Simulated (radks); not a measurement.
Values are calculated unless marked as measured or tabulated.
Charge is removed step by step from the 2s1/2 level of neutral carbon, starting from [He] 2s2 2p2. Code: a radial shooting solver on a logarithmic mesh with Libxc functionals. Model: Dirac Kohn-Sham, PBE, spin-unpolarised, spherical densities, point nucleus; open shells fill j = l - 1/2 first.

removed (e)  E - E(0) (eV)  eigenvalue (eV)  E minus straight line (eV)
0                    0.000          -13.747                       0.000
0.125                1.804          -15.128                      -0.647
0.25                 3.784          -16.553                      -1.119
0.375                5.944          -18.018                      -1.410
0.5                  8.290          -19.519                      -1.516
0.625               10.825          -21.055                      -1.432
0.75                13.555          -22.623                      -1.154
0.875               16.482          -24.221                      -0.678
1                   19.611          -25.848                       0.000

Removing the whole electron costs 19.611 eV by Delta-SCF, against 13.747 eV from minus the eigenvalue at the starting occupation. Slater's transition state (half an electron removed) gives 19.519 eV. Integrating minus the eigenvalue over the occupation (Janak's theorem) gives 19.611 eV. The mean slope of the eigenvalue, de/dn, is 12.1 eV per electron.
